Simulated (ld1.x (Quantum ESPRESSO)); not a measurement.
# What one change does to a pseudopotential (nitrogen (N), PAW)

nitrogen (N), PAW, made with ld1.x (Quantum ESPRESSO) 7.5 (PBE, scalar-relativistic). Core [He], reference 2s2 2p3. Waves: 2s (bound): rcut 0.75, rcutus 0.80 bohr; 2s channel at 1.45 Ry: rcut 0.75, rcutus 0.80 bohr; 2p (bound): rcut 1.80, rcutus 2.00 bohr; 2p channel at 0.8 Ry: rcut 1.80, rcutus 2.00 bohr. Local part: all-electron potential smoothed inside 1.85 bohr (lloc = -1). Core correction: a·sin(br)/r model core, default radius (core density twice the valence density). Augmentation charge: BESSEL, radius 0.75 bohr.

Change: functional Wu–Cohen.

Cutoffs: the cutoffs (Ry, on a coarse ladder) from which the occupation-weighted sum of valence levels, in a spherical-Bessel basis at the reference potential, stays within 10 and 1 mRy of its value at 400 Ry; they do not see the model core or the augmentation charge, which bear on the density cutoff. Errors are all-electron minus pseudo energies relative to the spin-unpolarised reference configuration.

**Question.** What does the change do?

**Answer.** The potential gets neither clearly harder nor softer (50 Ry and 70 Ry → 50 Ry and 70 Ry); of the 7 tests that both files solve, the error grows in 4 and shrinks in 1 by more than 15 % and 0.3 meV (median size 22.0 → 34.1 meV); neither file shows a bound ghost.

```tsv
quantity	base	changed
cutoff, loose	50 Ry	50 Ry
cutoff, tight	70 Ry	70 Ry
bound ghosts	none	none
error for 2s2 2p2, meV [ΔE 13.59 → 13.56 eV]	+32	+38
error for 2s2 2p1, meV [ΔE 42.45 → 42.38 eV]	+150	+169
error for 2s2 2p0, meV [ΔE 89.53 → 89.37 eV]	+284	+313
error for 2s1 2p3, meV [ΔE 25.37 → 25.27 eV]	-3.7	-1.7
error for 2s1 2p4, meV [ΔE 11.51 → 11.43 eV]	+22	+34
error for 2s2 2p3.3, meV [ΔE -1.62 → -1.61 eV]	+1.5	+1.9
error for 2s0 2p5, meV [ΔE 23.04 → 22.88 eV]	+1.2	+3.0
s: phases at 2.19 bohr within 0.05 rad from the reference energy up to (Ry; the scan ends near 5)	to the end of the scan	to the end of the scan
p: phases at 2.19 bohr within 0.05 rad from the reference energy up to (Ry; the scan ends near 5)	to the end of the scan	to the end of the scan
lowest overlap eigenvalue by channel	s 0.30, p 0.40	s 0.15, p 0.41
```
